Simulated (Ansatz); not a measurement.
Relaxation of GeH₆NO₃ (11 atoms, charge 0, multiplicity 2), to a largest force component of 0.03 eV/Å in at most 50 steps.

Computed with UKS PBE/def2-SVP (Ansatz).

```xyz
11
Properties=species:S:1:pos:R:3
Ge 0.077 0.156 0.153
H 0.541 0.722 1.524
O 1.345 0.125 -1.113
H 1.607 -0.806 -1.254
O -1.174 1.316 -0.381
H -1.357 1.182 -1.332
O -0.482 -1.527 0.320
H -0.638 -1.609 1.298
N -0.429 -0.680 3.018
H -1.027 0.074 3.417
H 0.444 -0.602 3.586
```

**Question.** Where does it end, and by what steps?

**Answer.** It converged. After 31 steps the energy has fallen by 0.194 eV; H2 moved furthest, 2.00 Å.

```
step  energy less start (eV)  largest force component (eV/Å)  accepted
   0                  0.0000                           0.147       yes
   2                 -0.0111                           0.290       yes
   4                 -0.0289                           0.421       yes
   6                 -0.0539                           0.203       yes
   8                 -0.0629                           0.305       yes
  10                 -0.0709                           0.161       yes
  12                 -0.0769                           0.207       yes
  14                 -0.0843                           0.133       yes
  16                 -0.1157                           0.290       yes
  18                 -0.1544                           0.456       yes
  20                 -0.1679                           0.215       yes
  22                 -0.1763                           0.236       yes
  24                 -0.1825                           0.123       yes
  26                 -0.1875                           0.128       yes
  28                 -0.1919                           0.202       yes
  30                 -0.1934                           0.049       yes
  31                 -0.1939                           0.012       yes
```

```xyz
11
Properties=species:S:1:pos:R:3
Ge 0.767 0.363 0.173
H 1.931 1.370 0.239
O 0.493 -0.160 -1.524
H 0.489 -1.137 -1.551
O -0.784 1.165 0.675
H -1.364 1.187 -0.112
O 1.070 -1.034 1.221
H 0.219 -1.306 1.707
N -1.151 -1.040 2.602
H -1.595 -0.195 2.179
H -1.168 -0.862 3.627
```

Whether the end is a true minimum wasn't checked by a vibrational analysis.

Run time: 62 s on 4 threads of Arm Neoverse V2, with other jobs on the host, peak memory 0.2 GiB.
